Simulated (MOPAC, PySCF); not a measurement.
Potential energy surface of H₂Ge, singlet: symmetric bend, bond length relaxed. Scanned: H-Ge-H angle. Other coordinates (Ge-H bond length) were minimised at B3LYP/def2-TZVP.

- RKS-LDA (SVWN5)/6-31G* = restricted LDA (SVWN5)/6-31G*, spherical d run with PySCF 2.14.0
- AM1, restricted, heats of formation (MOPAC)
- RHF/cc-pVTZ (PySCF)
- CCSD(T) on RHF/cc-pVTZ, 9 core orbitals frozen (PySCF)

Energies relative to the lowest point of each profile, in mEh:

```
a / °  RKS-LDA (SVWN5)/6-31G*   AM1   RHF
-----  ----------------------  ----  ----
160                      90.6   0.0  94.9
150                      69.4   1.2  72.6
140                      49.7   1.5  51.0
130                      32.9   1.6  32.4
120                      19.2   2.0  17.6
110                       9.1   3.0   7.0
100                       2.5   5.2   1.0
90                        0.0   9.1   0.0
80                        1.7  15.4   4.4
70                        8.1  24.6  14.7
60                       19.4  37.1  30.7
```

Task: Estimate the CCSD(T) values at these points.

Result: 160: 86.7; 150: 66.8; 140: 47.5; 130: 30.7; 120: 17.2; 110: 7.3; 100: 1.5; 90: 0.0; 80: 3.1; 70: 11.0; 60: 23.7 (mEh).

The scan ran from 180.0 to 60.0; beyond the range shown the relaxed coordinates jump or full CI changes its symmetry label.
